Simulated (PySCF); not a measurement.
# WF₃, doublet: structure and spectrum

Method: UPBE/[W def2-SVP with ECP60, F def2-SVP], scalar-relativistic core potentials, density fitting, no spin–orbit coupling, PySCF.

The structure is a saddle point with 1 imaginary mode.

```xyz
4
charge 0 multiplicity 2, angstrom
W     0.0000    0.0000   -0.0377
F     0.0000    0.0000    1.8211
F     1.6947    0.0000   -0.7306
F    -1.6947    0.0000   -0.7306
```

```
Point group                                                                   : C2v
Bond lengths                                                                  : W–F 1.831 Å (×2), W–F 1.859 Å
Bond angles                                                                   : F–W–F 112.2° (×2), F–W–F 135.5°
Rotational constants                                                          : 0.2018, 0.1545, 0.08749 cm⁻¹
Principal polarisabilities                                                    : 39.6, 39.8, 52.4 bohr³
Atomisation energy without zero-point energy                                  : 1768 kJ/mol
Principal quadrupole moments (Buckingham, traceless) about the centre of mass : -0.90, 0.09, 0.80 D Å
Lowest empty level (α)                                                        : -4.38 eV
Spin squared ⟨S²⟩                                                             : 0.756
Highest occupied level (α)                                                    : -4.97 eV
Zero-point energy (real modes)                                                : 14.8 kJ/mol
Dipole moment                                                                 : 0.73 D
```

Harmonic modes (masses in u: W 183.951, F 18.998):
```
symmetry  ω (cm⁻¹)  IR (km/mol)  μ (u)     type
      b2      129i            –  20.82     bend
      a1       168          2.2  21.05     bend
      b1       171          0.1  24.03     bend
      b2       698          141  21.68  stretch
      a1       711         56.0  20.65  stretch
      a1       729         27.0  19.69  stretch
```

In C2v the vibrations span 2b2 + 3a1 + b1. Here b1 is antisymmetric to the molecular plane and b2 lies in it.

Charges (e):
| atom | Mulliken | Löwdin | polar tensor | spin (Mulliken) | Mayer order to W1 |
| --- | --- | --- | --- | --- | --- |
| W1 | 0.69 | 0.13 | 1.37 | 0.95 | – |
| F2 | -0.24 | -0.07 | -0.47 | 0.07 | 1.21 |
| F3,4 | -0.23 | -0.03 | -0.45 | -0.01 | 1.25 |

Mulliken populations on W1 (electrons outside its core potential): s 3.04, p 6.24, d 3.89, f 0.13.

Outer orbital energies (eV). α occupied: -11.96, -11.50, -11.29, -11.17, -10.91, -10.67, -5.38, -4.97; empty: -4.38, -3.04, -2.58, -0.67. β occupied: -12.25, -11.89, -11.37, -11.30, -11.16, -10.62, -10.56, -4.99; empty: -3.99, -3.47, -2.66, -2.18.

Other isomers or separated fragments may lie lower. With open d or f shells other occupations or spin states may lie lower. At this level a quartet minimum of D3h symmetry lies 22 kJ/mol below this structure. Spin–orbit coupling, left out here, can matter for elements this heavy.

The final relaxation and frequency run took of the order of 90 core-seconds on a shared host.
